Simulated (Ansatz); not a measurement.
Geometry optimisation, RHF/def2-SVP (Ansatz).

Input file:

```yaml
crystal:
  periodic: [false, false, false]
  atoms:
    - { symbol: "N", position_ang: [-0.959, 2.3612, 0.0995] }
    - { symbol: Al, position_ang: [0.2372, 0.9695, 0.2725] }
    - { symbol: C, position_ang: [-0.06, -0.9352, 0.5431] }
    - { symbol: C, position_ang: [1.0351, -1.1705, -0.5738] }
    - { symbol: O, position_ang: [1.3862, 0.1112, -0.9192] }
    - { symbol: H, position_ang: [-1.5392, 2.4761, 0.9837] }
    - { symbol: H, position_ang: [-1.66, 2.1208, -0.6477] }
    - { symbol: H, position_ang: [-1.0148, -1.269, 0.309] }
    - { symbol: H, position_ang: [0.3541, -1.2731, 1.5819] }
    - { symbol: H, position_ang: [1.827, -1.7897, -0.2037] }
    - { symbol: H, position_ang: [0.4587, -1.6584, -1.4246] }
basis:
  gaussian: { orbitals: def2-SVP }
hamiltonian:
  xc: hf
relax:
  f_tol: 0.015
  max_steps: 40
```

Run as:

```bash
$ ansatz run input.yaml --threads 1 --pin off --max-ram 2048MiB --backend cpu --events-out ev --progress --plain --runs-dir out
```

Problem. Where does it end, and by what steps?

Solution. It converged. After 9 steps the energy has fallen by 1.574 eV; H7 moved furthest, 1.22 Å.

```tsv
step	energy less start (eV)	largest force component (eV/Å)	accepted
0	0.0000	3.803	yes
1	-0.9287	1.453	yes
2	-1.2106	0.879	yes
3	-1.3352	1.045	yes
4	-1.4434	0.721	yes
5	-1.5318	0.341	yes
6	-1.5651	0.147	yes
7	-1.5718	0.173	yes
8	-1.5737	0.017	yes
9	-1.5738	0.004	yes
```

```xyz
11
Properties=species:S:1:pos:R:3
N -1.056 2.265 0.131
Al -0.259 0.708 -0.038
C -0.046 -1.119 0.635
C 0.956 -1.171 -0.556
O 0.906 0.121 -1.152
H -1.733 2.498 0.832
H -0.899 3.056 -0.464
H -0.877 -1.821 0.539
H 0.422 -1.277 1.608
H 1.974 -1.386 -0.223
H 0.676 -1.929 -1.292
```

Time of the run: 40 s on 1 thread of Intel(R) Xeon(R) Processor @ 2.70GHz (shared host), peak memory 0.21 GiB.
